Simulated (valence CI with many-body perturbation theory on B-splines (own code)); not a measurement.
V¹⁰⁺: key properties

Computed by valence CI with perturbative core correlation (CI+MBPT): three valence electrons over a frozen Dirac-Fock core [Ne], a basis of 9 s, 9 p, 8 d, 6 f, 3 g, 1 h functions for each j, with the one-electron correlation potential Σ1, the two-electron term Σ2, the three-electron term Σ3, Breit, model QED; selected CI, second order for the rest, scaled by the run's own slope (own B-spline code, finite nucleus).

No measured levels were compared; by estimate levels of excited configurations hold to 0.05 to 0.15 % of their energy, terms of the ground configuration to about 0.5 %.

Rates and lifetimes use the calculated energies. Strong lines usually hold to 10 to 20 %, long lifetimes can be off by a factor of two.

(1) What is the ground level?

(2) Where does the other parity begin?

(3) Name the longest-lived excited levels whose lifetime is computed, and their main decay.

(4) What is the ionisation energy?

(5) Among levels below 76.475 eV, which E1 lines absorb most strongly from the ground level?

(6) How is the term ²P° of the ground level split?

(7) How well does LS coupling describe the low levels?

## Answers

(1) 3s²3p ²P°_1/2, composition 97 % 3s²3p ²P°, g = 0.665.

(2) At 3s3p² ⁴P_1/2, 21.823 eV.

(3) 3s²3p ²P°_3/2 at 1.203 eV lives 121 ms, mostly by M1 to 3s²3p ²P°_1/2; 3s3p² ⁴P_3/2 at 22.286 eV lives 486 ns, mostly by E1 to 3s²3p ²P°_3/2. The lifetime of 3s3p3d ⁴F°_9/2 is too uncertain to give, and may be longer.

(4) 255.96 eV; NIST lists 254.8 ± 0.4 eV (semi-empirical).

(5) to 3s²3d ²D_3/2 at 26.53 nm, f = 0.575; to 3s3p² ²P_1/2 at 32.56 nm, f = 0.214; to 3s3p² ²S_1/2 at 34.58 nm, f = 0.162.

(6) J = 1/2 at 0.000, J = 3/2 at 1.203 eV.

(7) Among the lowest 20 levels the leading LS term, summed over configurations, holds 98 % on average. For single configurations the figures are 89 % in LS and 64 % in jj coupling. Terms mix most in the J = 1/2 level at 35.856 eV, where the leading one holds 90 %.
